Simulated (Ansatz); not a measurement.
F3GeH, SMILES `[F][GeH]([F])[F]`. Total charge 0; spin multiplicity 1.

```xyz
5

F     1.032   -1.320    0.050
Ge    0.032    0.060   -0.055
F    -0.137    0.654    1.537
F    -1.511   -0.498   -0.527
H     0.585    1.104   -1.005
```

Question: What are the harmonic wavenumbers in cm⁻¹ at PBE0-D4/def2-TZVP (Ansatz, finite differences of forces, unscaled)? (Estimate.)

Answer: Computed: 228, 228, 283, 703, 703, 739, 765, 765, 2272.

Question: Is this a minimum?

Answer: Yes, all 9 modes are real.

Question: Give the ideal-gas thermochemistry at 298.15 K and 1 bar (rigid rotor, harmonic oscillator; point group C3v, symmetry number 3).

Answer: Zero-point energy 40.0 kJ/mol; H(298) − E = 55.1 kJ/mol; entropy 294.6 J/(mol·K), of which translation 169.6, rotation 97.2, vibration 27.8; G(298) − E = -32.7 kJ/mol.

Question: And at 400, 500, 600, 800 and 1000 K?

Answer: 
```
T (K)  H − E (kJ/mol)  S (J/mol/K)  G − E (kJ/mol)
  400            62.9        317.0           -63.9
  500            71.3        335.7           -96.6
  600            80.2        351.9          -131.0
  800            98.9        378.9          -204.2
 1000           118.5        400.7          -282.2
```
